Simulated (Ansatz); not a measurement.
`c1c[se]c(-c2ccc(-c3ccc(-c4ccc(-c5ccc(-c6ccc[se]6)[se]5)[se]4)[se]3)[se]2)c1` with charge +1. The state is a doublet with charge 1. Geometry r2SCAN-D4/def2-SVP, that of the neutral singlet; atoms count from 1.

```xyz
44

C    -5.5920   -9.4736   -1.6115
C    -5.8239   -9.5797   -0.2616
Se   -5.0716   -8.1583    0.6705
C    -4.4559   -7.4847   -0.9793
C    -3.6980   -6.2653   -1.0853
C    -3.1986   -5.6769   -2.2401
C    -2.4850   -4.4737   -2.0619
C    -2.3663   -4.0200   -0.7537
C    -1.7095   -2.8480   -0.2641
C    -1.5915   -2.3952    1.0447
C    -0.8780   -1.1931    1.2223
C    -0.3771   -0.6031    0.0676
C     0.3772    0.6033   -0.0686
C     0.8801    1.1923   -1.2230
C     1.5931    2.3946   -1.0452
C     1.7088    2.8486    0.2634
C     2.3653    4.0206    0.7532
C     2.4850    4.4735    2.0616
C     3.1987    5.6765    2.2401
C     3.6971    6.2658    1.0853
C     4.4552    7.4851    0.9796
C     4.8425    8.3333    2.0075
C     5.5902    9.4744    1.6123
C     5.8261    9.5785    0.2629
Se    5.0760    8.1561   -0.6693
Se    3.2383    5.2224   -0.4159
Se    0.8322    1.6534    1.4370
Se   -0.8355   -1.6514   -1.4382
Se   -3.2411   -5.2204    0.4155
C    -4.8458   -8.3317   -2.0072
H    -5.9572  -10.2167   -2.3257
H    -6.3675  -10.3630    0.2667
H    -3.3526   -6.1238   -3.2249
H    -2.0476   -3.9242   -2.9009
H    -2.0285   -2.9437    1.8843
H    -0.7242   -0.7462    2.2089
H     0.7285    0.7442   -2.2094
H     2.0321    2.9421   -1.8844
H     2.0487    3.9230    2.9007
H     3.3540    6.1225    3.2251
H     4.5846    8.1300    3.0494
H     5.9536   10.2185    2.3264
H     6.3716   10.3608   -0.2649
H    -4.5912   -8.1266   -3.0496
```

Single mean-field runs in def2-SVP are fitted with def2-universal-jkfit.

Problem. Estimate the Mulliken populations of the heavy atoms from the PBE0/def2-SVP orbitals of Ansatz.

Solution. 
| atom | charge (e) | spin (α − β) |
| --- | --- | --- |
| C1 | 0.01 | -0.04 |
| C2 | -0.13 | 0.10 |
| Se3 | 0.25 | 0.00 |
| C4 | -0.15 | -0.03 |
| C5 | -0.09 | 0.13 |
| C6 | -0.01 | -0.01 |
| C7 | -0.01 | 0.09 |
| C8 | -0.12 | 0.01 |
| C9 | -0.10 | 0.11 |
| C10 | -0.02 | 0.03 |
| C11 | -0.01 | 0.07 |
| C12 | -0.11 | 0.06 |
| C13 | -0.11 | 0.06 |
| C14 | -0.01 | 0.07 |
| C15 | -0.02 | 0.03 |
| C16 | -0.10 | 0.11 |
| C17 | -0.12 | 0.01 |
| C18 | -0.01 | 0.09 |
| C19 | -0.01 | -0.01 |
| C20 | -0.09 | 0.13 |
| C21 | -0.15 | -0.03 |
| C22 | -0.01 | 0.09 |
| C23 | 0.01 | -0.04 |
| C24 | -0.13 | 0.10 |
| Se25 | 0.25 | 0.00 |
| Se26 | 0.28 | -0.03 |
| Se27 | 0.28 | -0.04 |
| Se28 | 0.28 | -0.04 |
| Se29 | 0.28 | -0.03 |
| C30 | -0.01 | 0.09 |
Mulliken values depend strongly on the basis.

Problem. Where does the spin sit?

Solution. Summed by element: C 1.18, Se -0.14, H -0.04, of 1 unpaired in all. Largest on single atoms: C5 0.13, C20 0.13, C9 0.11.

Problem. And the Mayer bond orders between heavy atoms (over 0.3)?

Solution. C1–C2 1.53 (1.37 Å); C1–C30 1.30 (1.42 Å); C2–Se3 1.19 (1.86 Å); Se3–C4 1.10 (1.89 Å); C4–C5 1.20 (1.44 Å); C4–C30 1.48 (1.39 Å); C5–C6 1.43 (1.39 Å); C5–Se29 1.12 (1.88 Å); C6–C7 1.37 (1.41 Å); C7–C8 1.39 (1.39 Å); C8–C9 1.28 (1.43 Å); C8–Se29 1.07 (1.89 Å); C9–C10 1.38 (1.39 Å); C9–Se28 1.09 (1.89 Å); C10–C11 1.40 (1.41 Å); C11–C12 1.38 (1.39 Å); C12–C13 1.30 (1.43 Å); C12–Se28 1.08 (1.89 Å); C13–C14 1.38 (1.39 Å); C13–Se27 1.08 (1.89 Å); C14–C15 1.40 (1.41 Å); C15–C16 1.38 (1.39 Å); C16–C17 1.28 (1.43 Å); C16–Se27 1.09 (1.89 Å); C17–C18 1.39 (1.39 Å); C17–Se26 1.07 (1.89 Å); C18–C19 1.37 (1.41 Å); C19–C20 1.43 (1.39 Å); C20–C21 1.20 (1.44 Å); C20–Se26 1.12 (1.88 Å); C21–C22 1.48 (1.39 Å); C21–Se25 1.10 (1.89 Å); C22–C23 1.30 (1.42 Å); C23–C24 1.53 (1.37 Å); C24–Se25 1.19 (1.86 Å).
